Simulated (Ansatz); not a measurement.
Cost and result for the atomization energy of `C=C=C(S)O[SiH3]` (12 atoms, 11 bonds).

```json
{"atom": "C1", "x (Å)": "1.378", "y (Å)": "1.383", "z (Å)": "-0.685"}
{"atom": "C2", "x (Å)": "0.397", "y (Å)": "0.528", "z (Å)": "-0.733"}
{"atom": "C3", "x (Å)": "-0.589", "y (Å)": "-0.327", "z (Å)": "-0.788"}
{"atom": "S4", "x (Å)": "-1.481", "y (Å)": "-0.756", "z (Å)": "-2.251"}
{"atom": "O5", "x (Å)": "-1.082", "y (Å)": "-1.021", "z (Å)": "0.269"}
{"atom": "Si6", "x (Å)": "-0.476", "y (Å)": "-0.865", "z (Å)": "1.814"}
{"atom": "H7", "x (Å)": "1.206", "y (Å)": "2.441", "z (Å)": "-0.496"}
{"atom": "H8", "x (Å)": "2.412", "y (Å)": "1.076", "z (Å)": "-0.828"}
{"atom": "H9", "x (Å)": "-0.791", "y (Å)": "0.060", "z (Å)": "-3.060"}
{"atom": "H10", "x (Å)": "-0.623", "y (Å)": "0.533", "z (Å)": "2.288"}
{"atom": "H11", "x (Å)": "0.953", "y (Å)": "-1.261", "z (Å)": "1.850"}
{"atom": "H12", "x (Å)": "-1.303", "y (Å)": "-1.789", "z (Å)": "2.620"}
```

Total charge 0; spin multiplicity 1. All single points use the PBE0-D4/def2-TZVP geometry. It is one conformer, not always the lowest. Program: Ansatz. All runs use 4 threads of an Arm Neoverse V1 on a shared host. Times are those of one run each, without the atoms' runs, and a repeat can differ threefold. Electronic energies, without spin–orbit coupling; frozen cores. CCSD(T)/CBS adds CCSD(T) − MP2 in def2-TZVPP to the MP2 limit, and its time is that of the two runs behind it. T1 = 0.013. B3LYP takes the VWN-RPA correlation (the form of Gaussian; ORCA's B3LYP/G).

CCSD(T)/CBS is a level of theory with its own doubt, some kJ/mol a heavy atom from the limit and from the frozen cores, so smaller differences don't rank the functionals.

| level | functions | wall time |
| --- | --- | --- |
| PBE-D4/def2-TZVPP (with forces) | 292 | 3.5 s |
| PBE0-D4/def2-TZVPP | 292 | 4.5 s |
| r2SCAN-D4/def2-TZVPP (with forces) | 292 | 7 s |
| B3LYP-D4/def2-TZVPP (with forces) | 292 | 7.5 s |
| B2PLYP/def2-TZVPP | 292 | 8.5 s |
| ωB97X-V/def2-TZVPP | 292 | 11 s |
| ωB97M-V/def2-TZVPP (with forces) | 292 | 16 s |
| MP2/def2-QZVPP | 548 | 43 s |
| CCSD(T)/def2-TZVPP | 292 | 5.7 min |
| CCSD(T)/CBS(def2) | – | 6.4 min |

Q: What atomization energy does each give, and how far from CCSD(T)/CBS? (Best estimate.)

A: The calculation gave: 
```tsv
level	atomization (kcal/mol)	difference from CCSD(T)/CBS	per bond
PBE-D4/def2-TZVPP (with forces)	1121.2	31.2	2.8
PBE0-D4/def2-TZVPP	1095.7	5.7	0.5
r2SCAN-D4/def2-TZVPP (with forces)	1097.4	7.4	0.7
B3LYP-D4/def2-TZVPP (with forces)	1092.5	2.5	0.2
B2PLYP/def2-TZVPP	1079.0	-11.0	-1.0
ωB97X-V/def2-TZVPP	1094.0	4.0	0.4
ωB97M-V/def2-TZVPP (with forces)	1095.6	5.6	0.5
MP2/def2-QZVPP	1100.0	10.0	0.9
CCSD(T)/def2-TZVPP	1059.2	-30.8	-2.8
CCSD(T)/CBS(def2)	1090.0	0.0	0.0
```

The D4 term adds +11.7 kcal/mol with B3LYP and +6.2 kcal/mol with PBE0; it sums over pairs of atoms, weighted by their polarisabilities, and B3LYP, whose exchange is more repulsive, gets the larger term. In def2-TZVPP, CCSD(T) changes the Hartree–Fock value by +284.5 kcal/mol (the triples alone add +20.7 kcal/mol) and MP2 by +307.0 kcal/mol; breaking electron pairs costs correlation energy, which Hartree–Fock lacks. From PBE to PBE0 (25 % exact exchange), in def2-TZVPP and without D4, the atomization energy moves by −24.5 kcal/mol: exact exchange takes away binding that semilocal exchange gives to molecules.
